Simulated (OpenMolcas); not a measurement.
Pr3+: moving or changing the point charges

Pr3+ among 8 point charges of -1 e arranged as a cube (Oh), 2.31 Å from the ion.
```
   1.3337    1.3337    1.3337  -1.00
   1.3337    1.3337   -1.3337  -1.00
   1.3337   -1.3337    1.3337  -1.00
   1.3337   -1.3337   -1.3337  -1.00
  -1.3337    1.3337    1.3337  -1.00
  -1.3337    1.3337   -1.3337  -1.00
  -1.3337   -1.3337    1.3337  -1.00
  -1.3337   -1.3337   -1.3337  -1.00
```

```json
{
  "Program": "OpenMolcas",
  "Method": "SS-CASPT2, IPEA 0.25 Eh, imaginary shift 0.1 Eh (closed shells correlated: 5s 5p)",
  "Basis": "ANO-RCC-VDZP [7s6p4d2f1g]",
  "Scalar Hamiltonian": "DKH2, point nucleus",
  "Active space": "2 electrons in 7 orbitals (4f)",
  "State averaging": "2S+1 = 3 even, 21 roots; 2S+1 = 1 even, 27 roots kept (CI in the orbitals of an earlier block)",
  "Spin-orbit coupling": "RASSI with atomic mean-field integrals over the reference wave functions"
}
```

Runs around this geometry, states (labels of O, the rotations of Oh). Energies in cm-1 above the lowest state or level, χT in cm3 K/mol; under a threefold ground state the first gap can be a small split of the lowest multiplet, not the spin-orbit step.

```json
{"R (Å)": "2.31", "Ground state": "3T1", "First state of that spin": "3E 90", "First gap with spin-orbit (degeneracies)": "250 (3, 2)", "Width of lowest J": "361", "χT at 300 K": "1.570"}
{"R (Å)": "2.47", "Ground state": "3T1", "First state of that spin": "3E 77", "First gap with spin-orbit (degeneracies)": "170 (3, 2)", "Width of lowest J": "265", "χT at 300 K": "1.608"}
{"R (Å)": "2.75", "Ground state": "3T1", "First state of that spin": "3E 67", "First gap with spin-orbit (degeneracies)": "86 (3, 2)", "Width of lowest J": "154", "χT at 300 K": "1.638"}
```

Taking the width of the lowest J multiplet as R^-n, n = -ln(154 / 361) / ln(2.75 / 2.31) = 4.9 between the shortest and longest distance.

Roots that are degenerate in the reference are averaged as groups; the widest CASPT2 spread within a group is 700 cm-1 (the 3-fold group of multiplicity 1 near 23800 cm-1 above the lowest state of its run, R = 2.31). Shifts and gaps below about the spread of the groups concerned are not significant. Point charges carry no covalency, so the field is a model and not that of real ligands. No measured value stands beside these numbers.
